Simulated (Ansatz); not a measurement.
Born–Oppenheimer molecular dynamics of BF₃H₂O (7 atoms, charge 0, multiplicity 1). It starts at the highest image of a converged band, a first-order saddle point between two minima.

Level of theory: RKS B3LYP/6-31G* in Ansatz 0.2.0.

```json
{
  "ensemble": "NVE (velocity Verlet)",
  "time step": "0.5 fs",
  "steps asked": "200",
  "starting velocities drawn for": "300 K",
  "seed": "8048"
}
```

First frame:

```xyz
7
Properties=species:S:1:pos:R:3
B 0.003 0.140 0.113
O 0.010 -0.076 1.599
H -0.848 -0.413 1.902
F 1.134 -0.182 -0.510
F -1.173 -0.120 -0.477
F 0.065 1.763 0.458
H 0.021 1.210 1.434
```

Q: How far do the bonds stretch over the last three quarters of this one trajectory? (Pairs bonded in most of those frames.)

A: 
```json
{"bond": "B1–F4", "mean (Å)": "1.324", "spread (Å)": "0.021", "shortest": "1.28", "longest": "1.36"}
{"bond": "B1–F5", "mean (Å)": "1.340", "spread (Å)": "0.053", "shortest": "1.26", "longest": "1.42"}
{"bond": "B1–F6", "mean (Å)": "1.327", "spread (Å)": "0.055", "shortest": "1.24", "longest": "1.41"}
{"bond": "O2–H3", "mean (Å)": "0.970", "spread (Å)": "0.009", "shortest": "0.95", "longest": "0.98"}
{"bond": "O2–H7", "mean (Å)": "0.971", "spread (Å)": "0.006", "shortest": "0.96", "longest": "0.98"}
```

Mean temperature of the second half: 1112 K. The conserved energy stayed within 0.12 meV per atom of its start (net change -0.013 meV per atom), so the integration is sound. The kinetic energy rose, since the run started high on the potential surface and went downhill. It ends in pieces (BF3 + H2O), so much of that is their flight and rotation, not heat. A run of 0.1 ps of so small a system gives no equilibrium averages. The orbitals stay closed-shell, which can raise the energy where a bond breaks towards radicals; this wasn't checked here.

The run took 7.8 min on 1 thread of Arm Neoverse V1 (shared host), peak memory 0.14 GiB.
